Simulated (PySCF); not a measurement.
GaF₃, SMILES [F][Ga]([F])[F]. Heavy atoms are numbered as in [Ga:1]([F:2])([F:3])[F:4].

Coordinates come from a PBE0-D3(BJ)/def2-SVP optimisation. The isomer is the one that the SMILES or the coordinates give; other isomers of the formula were not compared.

Method: PySCF with PBE0/pcSseg-2.

GIAO shieldings, no solvent; atoms alike by connectivity are averaged. δ = σ(ref) − σ: ¹⁹F against CFCl3 (σ = 165.8 ppm), references at their B3LYP-D3(BJ)/def2-TZVP geometries, non-relativistic.

**Question.** Estimate the chemical shifts. (An estimate is asked for; the answer gives what the named calculation found.)

**Answer.** 
```tsv
nucleus	atoms	count	δ (ppm)
¹⁹F	F2	3	-213.2
```
